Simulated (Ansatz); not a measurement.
# Which method gave which barrier?

Saddle point of SiH$_{2}$Cl$_{3}$F, closed shell (SiHCl₃ ([Cl][SiH]([Cl])[Cl]) + HF → SiHCl₂F ([F][SiH]([Cl])[Cl]) + HCl; bonds formed: Si1–F7, Cl2–H6; bonds broken: Si1–Cl2, H6–F7), PBE0-D4/def2-TZVP structure:

Si1  (-0.352, 0.160, -0.345)
Cl2  (1.754, -0.810, 0.290)
Cl3  (-0.054, -0.545, -2.256)
Cl4  (0.192, 2.108, -0.211)
H5  (-1.815, 0.034, -0.298)
H6  (0.682, -0.647, 1.378)
F7  (-0.406, -0.302, 1.443)
(Å)

Computed with Ansatz 0.2.0 (basis: def2-TZVPP, with def2-QZVPP for the basis limit); correlated methods freeze the cores. Extrapolation: Hartree–Fock as exp(−7.88 √X), correlation as X^−2.97. Four methods, as single points on the PBE0-D4 structures, gave these electronic barriers from the start structure: 1.093, 1.287, 1.565, 2.093 eV.

Problem. The methods were, in alphabetical order, BHLYP-D4, HF, PBE-D4, PBE0-D4. Which gave which? (Judge from chemistry; the calculation decides.)

Solution. Computed: PBE-D4 1.093; PBE0-D4 1.287; BHLYP-D4 1.565; HF 2.093 eV. For comparison, CCSD(T) at an estimated basis limit (MP2 extrapolated from triple and quadruple zeta, plus CCSD(T) − MP2 in triple zeta) gives 1.445 eV.

T1 diagnostic: at most 0.011.

Labels in which every atom is bracketed show which atoms are joined, not bond orders.

For scale, one of the runs: CCSD(T)/def2-TZVPP, 227 basis functions, launched by `ansatz run in.yaml --threads 4 --pin off --events-out ev --progress --plain --max-ram 9574MiB`. Hardware: 4 CPU threads of an Intel Xeon Platinum 8259CL, shared host. Wall time 75 s; peak host memory 3.5 GiB.
